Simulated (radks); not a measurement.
Question: Spherical quantum dot in the effective-mass picture: electrons in a parabolic well V = omega^2 r^2 / 2 with omega = 0.223, with a point charge +2 (a donor) at the centre, all in effective atomic units (hartree* = m*/eps^2 hartree, bohr* = eps/m* bohr), one dielectric constant everywhere. Calculated with a radial shooting solver with Libxc functionals: non-relativistic Kohn-Sham, LDA (Slater exchange, Perdew-Wang correlation), spin-polarised, spherical densities. Levels are named by radial order and angular momentum (1s, 1p, 1d, 2s, ...), and open shells are averaged over m. At N = 4 the configuration is 1s2 1p(up 1, down 0) 2s(up 1, down 0). Does electron 5 go into 1p up or 1p down or 2s down?

Answer: Into 1p up. The total energies of the other choices lie higher by 0.0174 hartree* (2s down), 0.0441 hartree* (1p down).
